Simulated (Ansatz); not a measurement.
Consider the ligand exchange at the Si–Cl bond: `C[SiH](Cl)B[SiH3]` + H–F → `C[SiH](F)B[SiH3]` + HCl.

Calculated with Ansatz (gas phase, PBE0-D4/def2-TZVP geometries, no zero-point term in ΔE). CBS: MP2 limit from def2 TZ/QZ plus the TZ coupled-cluster correction, frozen cores. This one scheme is used for every species. Functionals use def2-TZVPP. B3LYP here is the variant with VWN-RPA as its local correlation; programs differ in this. One conformer a species, not always the lowest.

`C[SiH](Cl)B[SiH3]`:

Z-matrix (Å, degrees):
```
C
Si 1 1.868
H 1 1.092 2 110.3
H 1 1.092 2 111.0 3 -120.0
H 1 1.093 2 110.0 3 119.9
Cl 2 2.076 1 107.9 3 56.5
B 2 2.003 1 113.8 3 -179.5
H 2 1.493 1 110.2 3 -59.0
Si 7 2.004 2 122.9 1 -126.9
H 7 1.199 2 116.3 1 51.3
H 9 1.488 7 115.0 2 -166.6
H 9 1.495 7 104.8 2 74.9
H 9 1.488 7 111.8 2 -41.7
```

H–F:

Z-matrix (Å, degrees):
```
F
H 1 0.920
```

`C[SiH](F)B[SiH3]`:

```xyz
13

C     0.836   -1.866    1.162
Si   -0.127   -1.124   -0.253
F    -1.694   -1.203    0.119
B     0.440    0.757   -0.634
Si   -0.784    2.341   -0.542
H     0.726   -1.276    2.075
H     1.899   -1.916    0.913
H     0.484   -2.880    1.367
H     0.047   -1.951   -1.484
H     1.574    0.911   -0.994
H    -0.095    3.655   -0.412
H    -1.802    2.226    0.536
H    -1.504    2.326   -1.853
```

HCl:

```xyz
2

Cl   -0.149    0.380    0.492
H     0.149   -0.380   -0.492
```

| level | ΔE (kcal/mol) | difference from CCSD(T)/CBS |
| --- | --- | --- |
| revPBE-D4 | -5.3 | 1.7 |
| r2SCAN-D4 | -8.1 | -1.1 |
| B3LYP-D4 | -8.3 | -1.3 |
| BHLYP-D4 | -8.6 | -1.6 |
| PBE | -7.4 | -0.4 |
| PBE0 | -7.0 | 0.0 |
| BHLYP | -10.5 | -3.5 |
| CCSD/def2-SVP | -8.6 | -1.6 |
| MP2/def2-TZVPP | -6.4 | 0.6 |
| SCS-MP2/def2-QZVPP | -7.6 | -0.6 |
| CCSD(T)/CBS | -7.0 | 0 |

What do rigid-rotor, harmonic-oscillator terms from PBE0-D4/def2-TZVP frequencies (298.15 K, 1 bar) make of the CCSD(T)/CBS value? (Estimate.)

Ansatz gave: ΔZPE = -1.0 kcal/mol, ΔH = -8.1 kcal/mol, ΔS = 1 J/(mol·K), ΔG = -8.2 kcal/mol. Modes under 50 cm⁻¹ make the entropy rough.

Largest T1 diagnostic among the species: 0.012.

The D4 term adds +2.1 kcal/mol with B3LYP and +1.1 kcal/mol with PBE0; it sums over pairs of atoms, weighted by their polarisabilities, and B3LYP, whose exchange is more repulsive, gets the larger term. At CCSD(T), def2-SVP lies −1.3 kcal/mol from the extrapolated value and def2-TZVPP −1.0 kcal/mol. Leaving LDA and LC-ωPBE aside and taking each functional with its dispersion term where it has one, the values, not all of them listed here, spread over 4.5 kcal/mol, from CAM-B3LYP-D4 to revPBE-D4.

CCSD(T)/CBS has its own doubt, a few kJ/mol and more with outer-core shells, so smaller differences from it don't rank the levels.
